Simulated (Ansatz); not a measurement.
C₁₂H₈F₂I, that is bis(4-fluorophenyl)iodonium with one electron more, relaxed as a doublet with UKS r2SCAN-D4/def2-SVP in Ansatz, starting from the r2SCAN-D4/def2-SVP geometry of the charge +1 singlet. Force threshold 0.03 eV/Å.

In the def2 sets I takes a core potential; there is no spin–orbit coupling. In the doublet geometry the species has come apart into loosely held pieces.

Start:

```tsv
atom	x (Å)	y (Å)	z (Å)
F1	2.577	-3.381	2.687
C2	2.274	-2.236	2.105
C3	2.626	-2.046	0.765
C4	2.311	-0.838	0.144
C5	1.647	0.133	0.899
I6	1.150	1.979	-0.039
C7	-0.716	1.469	-0.930
C8	-1.875	1.579	-0.155
C9	-3.091	1.236	-0.746
C10	-3.104	0.806	-2.077
F11	-4.258	0.485	-2.631
C12	-1.938	0.709	-2.843
C13	-0.715	1.045	-2.263
C14	1.293	-0.041	2.240
C15	1.616	-1.253	2.850
H16	3.146	-2.842	0.225
H17	2.586	-0.673	-0.900
H18	-1.851	1.923	0.882
H19	-4.029	1.303	-0.189
H20	-2.000	0.374	-3.882
H21	0.203	0.977	-2.851
H22	0.782	0.737	2.812
H23	1.367	-1.446	3.897
```

Q: Estimate the energy that the relaxation releases and the steps that it takes.

A: 31.1 kcal/mol, in 26 steps; 6.7 min on 4 threads of Arm Neoverse V2 on a shared host. The force fell under the threshold at step 13, but the optimiser went on and released 0.040 eV more. No frequencies were taken in this run, so the end may be a saddle point.

Q: Does the start keep its bonding?

A: Bonds lost: C5–I6 (atoms count from 1). The end holds 2 separate pieces.

Q: Predict the relaxed structure.

A: 
| atom | x (Å) | y (Å) | z (Å) |
| --- | --- | --- | --- |
| F1 | 1.963 | -3.592 | 2.125 |
| C2 | 1.653 | -2.321 | 1.833 |
| C3 | 1.522 | -1.954 | 0.492 |
| C4 | 1.195 | -0.625 | 0.183 |
| C5 | 1.025 | 0.244 | 1.243 |
| I6 | 0.921 | 3.768 | -1.026 |
| C7 | -0.443 | 2.177 | -1.299 |
| C8 | -1.321 | 1.836 | -0.265 |
| C9 | -2.203 | 0.765 | -0.433 |
| C10 | -2.185 | 0.055 | -1.631 |
| F11 | -3.024 | -0.975 | -1.790 |
| C12 | -1.318 | 0.388 | -2.670 |
| C13 | -0.438 | 1.462 | -2.502 |
| C14 | 1.146 | -0.085 | 2.578 |
| C15 | 1.471 | -1.418 | 2.882 |
| H16 | 1.674 | -2.707 | -0.287 |
| H17 | 1.077 | -0.307 | -0.858 |
| H18 | -1.318 | 2.394 | 0.674 |
| H19 | -2.894 | 0.470 | 0.360 |
| H20 | -1.338 | -0.191 | -3.596 |
| H21 | 0.249 | 1.733 | -3.308 |
| H22 | 1.000 | 0.646 | 3.381 |
| H23 | 1.587 | -1.763 | 3.913 |
Bond lengths: 12 × C–C 1.38 to 1.41 Å; 2 × C–F 1.34 Å; 1 × C–I 2.11 Å; 8 × C–H 1.09 Å.
